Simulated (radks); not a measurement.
The numbers below are computed, except where a source is named.
Task: These are the eigenvalues of the occupied orbitals of an atom or ion with whole-number occupations (hartree). Code: a radial shooting solver on a logarithmic mesh with Libxc functionals. Model: non-relativistic Kohn-Sham, PBE, spin-polarised, spherical densities, point nucleus.

orbital  eigenvalue
1s        -485.1494
2s        -65.87930
2p        -59.79745
3s        -12.44852
3p        -10.31388
3d         -6.50042

Which element is it, and in what charge state? The configuration may be excited. Open shells, if any, are filled with parallel spins first.

Result: Z = 35, bromine, charge +7: Br7+ in [Ar] 3d10. The list shows which subshells hold electrons but not how many an open one holds; the 1s level, -485.15 hartree, gives Z - s = 31.1 by -(Z - s)^2/2, which with screening narrows Z to a few neighbours, and the depths of the outer levels then fix element, charge and occupations together.
